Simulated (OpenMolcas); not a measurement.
Er2+ among 6 point charges of -1 e arranged as an octahedron (Oh), 2.63 Å from the ion.
```
   2.6300    0.0000    0.0000  -1.00
   0.0000    2.6300    0.0000  -1.00
  -2.6300    0.0000    0.0000  -1.00
   0.0000   -2.6300    0.0000  -1.00
   0.0000    0.0000    2.6300  -1.00
   0.0000    0.0000   -2.6300  -1.00
```

- Program: OpenMolcas 26.06
- Method: CASSCF
- Basis: ANO-RCC-VTZP [8s7p5d3f2g1h]
- Scalar Hamiltonian: DKH2, point nucleus
- Active space: 12 electrons in 7 orbitals (4f)
- State averaging: 2S+1 = 3 even, 21 roots; 2S+1 = 1 even, 27 roots kept (CI in the orbitals of an earlier block)
- Spin-orbit coupling: RASSI with atomic mean-field integrals over the reference wave functions

**Question.** What is the spin-free ground state (labels of O, the rotations of Oh)?

**Answer.** 3T1, 3-fold in its orbital part, 100 % from free-ion H terms; it has the highest spin that f12 allows.

**Question.** Where is the first state of the same spin?

**Answer.** 3E at 29.2 cm-1 above the ground state.

**Question.** What are the lowest two levels with spin-orbit coupling?

**Answer.** A 1-fold level A1, then a 3-fold level T1 22.9 cm-1 above it. Their leading multiplicities are 3 (99 %) and 3 (99 %).

**Question.** What is χT at 300 K, and how does it compare with the textbook value?

**Answer.** Hund's rules give f12 the level 3H6 with g = 1.167, so an isolated free-ion multiplet has χT = g² J(J+1) / 8 = 7.146 cm3 K/mol. The computed 7.119 at 300 K differs by 0 %, through the field's splitting, the mixing of terms and any other multiplet in reach.

Point charges carry no covalency, so the field is a model and not that of real ligands. The first state left out of the spin-orbit step lies near 77000 cm-1 above the lowest spin-free state of the reference (among the parities and spins computed), and the lists stop at four fifths of that energy or lower. No measured value stands beside these numbers.
